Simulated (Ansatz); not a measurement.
Breaking the C2–H3 bond in C2H6Mg (SMILES [CH3][Mg][CH3]) (multiplicity 1 held, fragments rigid). Energies count from the point at 1.094 Å.
Geometry at that point (charge 0, multiplicity 1):
```xyz
9

Mg     0.00000     0.00000     0.00000
C      1.60711     0.25449    -1.31696
H      2.34393    -0.54844    -1.21843
H      2.13343     1.19696    -1.13802
H      1.27925     0.26304    -2.36086
C     -1.60711    -0.25449     1.31696
H     -2.18217    -1.15639     1.08639
H     -2.30289     0.58904     1.27635
H     -1.27155    -0.34421     2.35458
```

R- and RO- levels are restricted; in cc, def2 and unpolarised 6-31G sets they are followed outwards from rest. Unrestricted levels (U-) break spin symmetry where that is lower. Curves can end on different states.

Run with Ansatz (Gaussian orbitals). Values without a source in brackets are computed.

Energies in kcal/mol.

```json
[
 {"R (Å)": "0.875", "R-HF/def2-TZVPP": "27.6", "U-PBE/def2-TZVPP": "29.3", "R-r2SCAN/def2-TZVPP": "28.2", "R-B3LYP/def2-TZVPP": "27.8", "U-B3LYP/def2-TZVPP": "27.8", "U-wB97X-V/def2-TZVPP": "28.8"},
 {"R (Å)": "0.985", "R-HF/def2-TZVPP": "5.1", "U-PBE/def2-TZVPP": "6.1", "R-r2SCAN/def2-TZVPP": "5.6", "R-B3LYP/def2-TZVPP": "5.4", "U-B3LYP/def2-TZVPP": "5.4", "U-wB97X-V/def2-TZVPP": "5.8"},
 {"R (Å)": "1.094", "R-HF/def2-TZVPP": "0.0", "U-PBE/def2-TZVPP": "0.0", "R-r2SCAN/def2-TZVPP": "0.0", "R-B3LYP/def2-TZVPP": "0.0", "U-B3LYP/def2-TZVPP": "0.0", "U-wB97X-V/def2-TZVPP": "0.0"},
 {"R (Å)": "1.204", "R-HF/def2-TZVPP": "4.3", "U-PBE/def2-TZVPP": "3.1", "R-r2SCAN/def2-TZVPP": "3.6", "R-B3LYP/def2-TZVPP": "3.6", "U-B3LYP/def2-TZVPP": "3.6", "U-wB97X-V/def2-TZVPP": "3.6"},
 {"R (Å)": "1.313", "R-HF/def2-TZVPP": "___", "U-PBE/def2-TZVPP": "10.9", "R-r2SCAN/def2-TZVPP": "12.0", "R-B3LYP/def2-TZVPP": "12.0", "U-B3LYP/def2-TZVPP": "12.0", "U-wB97X-V/def2-TZVPP": "12.1"},
 {"R (Å)": "1.477", "R-HF/def2-TZVPP": "31.1", "U-PBE/def2-TZVPP": "26.4", "R-r2SCAN/def2-TZVPP": "28.2", "R-B3LYP/def2-TZVPP": "28.0", "U-B3LYP/def2-TZVPP": "28.0", "U-wB97X-V/def2-TZVPP": "28.9"},
 {"R (Å)": "1.641", "R-HF/def2-TZVPP": "___", "U-PBE/def2-TZVPP": "42.8", "R-r2SCAN/def2-TZVPP": "45.2", "R-B3LYP/def2-TZVPP": "44.9", "U-B3LYP/def2-TZVPP": "44.9", "U-wB97X-V/def2-TZVPP": "46.8"},
 {"R (Å)": "1.915", "R-HF/def2-TZVPP": "___", "U-PBE/def2-TZVPP": "67.5", "R-r2SCAN/def2-TZVPP": "71.0", "R-B3LYP/def2-TZVPP": "70.3", "U-B3LYP/def2-TZVPP": "70.3", "U-wB97X-V/def2-TZVPP": "74.5"},
 {"R (Å)": "2.188", "R-HF/def2-TZVPP": "102.1", "U-PBE/def2-TZVPP": "87.4", "R-r2SCAN/def2-TZVPP": "91.8", "R-B3LYP/def2-TZVPP": "91.0", "U-B3LYP/def2-TZVPP": "89.9", "U-wB97X-V/def2-TZVPP": "95.0"},
 {"R (Å)": "2.517", "R-HF/def2-TZVPP": "124.9", "U-PBE/def2-TZVPP": "101.1", "R-r2SCAN/def2-TZVPP": "110.6", "R-B3LYP/def2-TZVPP": "109.9", "U-B3LYP/def2-TZVPP": "101.6", "U-wB97X-V/def2-TZVPP": "105.5"},
 {"R (Å)": "2.954", "R-HF/def2-TZVPP": "147.7", "U-PBE/def2-TZVPP": "107.4", "R-r2SCAN/def2-TZVPP": "127.6", "R-B3LYP/def2-TZVPP": "127.3", "U-B3LYP/def2-TZVPP": "107.7", "U-wB97X-V/def2-TZVPP": "110.2"},
 {"R (Å)": "3.501", "R-HF/def2-TZVPP": "167.8", "U-PBE/def2-TZVPP": "109.3", "R-r2SCAN/def2-TZVPP": "140.0", "R-B3LYP/def2-TZVPP": "140.5", "U-B3LYP/def2-TZVPP": "110.0", "U-wB97X-V/def2-TZVPP": "111.7"}
]
```

**Question.** Complete the blanks.

**Answer.** 
- 1.313, R-HF/def2-TZVPP: 13.5
- 1.915, R-HF/def2-TZVPP: 78.2
- 1.641, R-HF/def2-TZVPP: 49.7

Doubts at one or more of the structures used: a restricted determinant that unrestricted orbitals would lower (R-HF/def2-TZVPP, R-r2SCAN/def2-TZVPP, R-B3LYP/def2-TZVPP); a spin-contaminated determinant (U-PBE/def2-TZVPP, U-B3LYP/def2-TZVPP, U-wB97X-V/def2-TZVPP).

Ansatz is a quantum-chemistry and plane-wave program.
